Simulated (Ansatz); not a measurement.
Molecule: LuF₂, charge 1, multiplicity 1. 
Coordinates optimised at B3LYP-D3(BJ)/def2-TZVP (Ansatz, a first-principles code):
```xyz
3

Lu     0.1819     0.1130     0.0419
F     -1.1185     0.5972    -1.2376
F     -0.3166    -1.4887     0.9072
```
Charge +1, spin multiplicity 1.

Total electronic energies in hartree. Correlated levels leave the core frozen unless marked. Spin-orbit coupling is left out. Frozen are the shells of the preceding noble gas and the d and f shells that filled before the atom's block. Past Kr the def2 sets carry scalar-relativistic core potentials. 

```tsv
level	program	energy (Eh)
HF/def2-SVP	Ansatz	-1431.05537
PBE/def2-TZVP	Ansatz	-1436.05586
PBE-D3(BJ)/def2-TZVP	Ansatz + dftd3	-1436.05676
revPBE-D4/def2-TZVP	Ansatz + dftd4	-1436.23960
r2SCAN/def2-TZVP	Ansatz	-1435.22739
r2SCAN-D3(BJ)/def2-TZVP	Ansatz + dftd3	-1435.22762
r2SCAN-D4/def2-TZVP	Ansatz + dftd4	-1435.22763
B97M-V/def2-TZVP	Ansatz	?
B3LYP/def2-TZVP	Ansatz	?
PBE0-D3(BJ)/def2-TZVP	Ansatz + dftd3	-1435.63131
PBE0-D4/def2-TZVP	Ansatz + dftd4	-1435.63148
r2SCAN0/def2-TZVP	Ansatz	-1435.03927
HSE06-D4/def2-TZVP	Ansatz + dftd4	-1435.63869
CAM-B3LYP-D3(BJ)/def2-TZVP	Ansatz + dftd3	-1435.80399
LC-wPBE-D3(BJ)/def2-TZVP	Ansatz + dftd3	-1436.11888
LC-wPBE/def2-TZVP	Ansatz	-1436.11788
B2GP-PLYP-D3(BJ)/def2-TZVP	Ansatz + dftd3	-1433.99117
B2GP-PLYP-D4/def2-TZVP	Ansatz + dftd4	-1433.99032
PBE-QIDH/def2-TZVP	Ansatz	-1434.08829
MP2/def2-SVP	Ansatz	-1431.48528
MP2/def2-TZVPP	Ansatz	-1431.90111
CCSD(T)/def2-TZVPP	Ansatz	-1431.90958
```

Task: Fill in the missing entries.

Result: 
- B97M-V/def2-TZVP, energy (Eh): -1434.41564
- B3LYP/def2-TZVP, energy (Eh): -1435.95713
